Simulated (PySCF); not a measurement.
Molecule: SMILES C(C[SiH2]Cl)[SiH2]Cl. Atoms near the plane z = 0.6 Å, at the CAM-B3LYP/def2-SVP optimised geometry (x, y, z in Å): Si1 (0.6, 0.1, 0.0), H7 (2.0, 0.1, 0.0), H8 (0.0, 1.5, 0.0).

Method: CAM-B3LYP/def2-TZVP (PySCF 2.14.0). The values are rescaled to run from 0 to 1.

```
|00000000000000000000000000000|
|00000000000000000000000000000|
|00000000000000000000000000000|
|00000000000000000000000000000|
|00000000000000000000000000000|
|00000000000000000000000000000|
|00000000000000000000000000000|
|00000000000000000000000000000|
|00000000000000000000000000000|
|00000000000000000000000000000|
|00000000000000000000000000000|
|00000000000000000000000000000|
|00000000000000000000000000000|
|00000000000000047100000000000|
|00000000000000079200000000000|
|00000000000000012000000000000|
|00000000000000000000000000000|
|00000000000000000000000000000|
|00000000000000000000000000000|
|00000000000000000000000000000|
|00000000000000000000000000000|
|00000000000000000000000000000|
|00000000000000000000000000000|
|00000000000000000000000000000|
|00000000000000000000000000000|
|00000000000000000000000000000|
|00000000000000000000000000000|
|00000000000000000000000000000|
|00000000000000000000000000000|
```
Scale: ten equal steps from 0.000 (start of '0') to 1.00 (end of '9'), in the order '0123456789'; x runs from -4.50 to 4.50, y from -4.50 (bottom) to 4.50 (top).

Q: Which quantity is mapped?
A) Laplacian of the electron density
B) electrostatic potential
C) deformation density (molecule minus spherical neutral atoms)
D) electron localisation function

A: A, Laplacian of the electron density. In full: Laplacian of the electron density (e/bohr⁵), clipped to [-1.50, 1.50].
